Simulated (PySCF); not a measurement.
# Excitation energy of Mo by level of theory

Mo [Kr] 4d5 5s1 (7S) → Mo [Kr] 4d4 5s1 5p1 (high-spin determinant), as a difference of total energies. All numbers are calculated (PySCF 2.14, scalar relativity by spin-free X2C-1e, in ANO-RCC-VTZP). Correlated levels: valence: [Kr] frozen. The calculations carry no spin-orbit coupling.

| method | excitation energy (cm⁻¹) |
| --- | --- |
| UHF | 22960 |
| MP2 (valence) | 27496 |
| SCS-MP2 (valence) | 24472 |
| CCSD (valence) | 26250 |
| CCSD(T) (valence) | 26482 |

A first-order spin-orbit estimate (lowest level to lowest level, LS coupling) adds -0.184 eV.

The basis was made for the ground configuration and has no added diffuse functions, so the excitation energy can come out too high.

The coupled-cluster amplitudes are large for the upper state (T1 above 0.03 or a double amplitude above 0.15), so a single reference is strained.

The determinant of the upper state mixes LS terms, which raises its energy above the lowest term, most at the Hartree-Fock and MP2 levels.
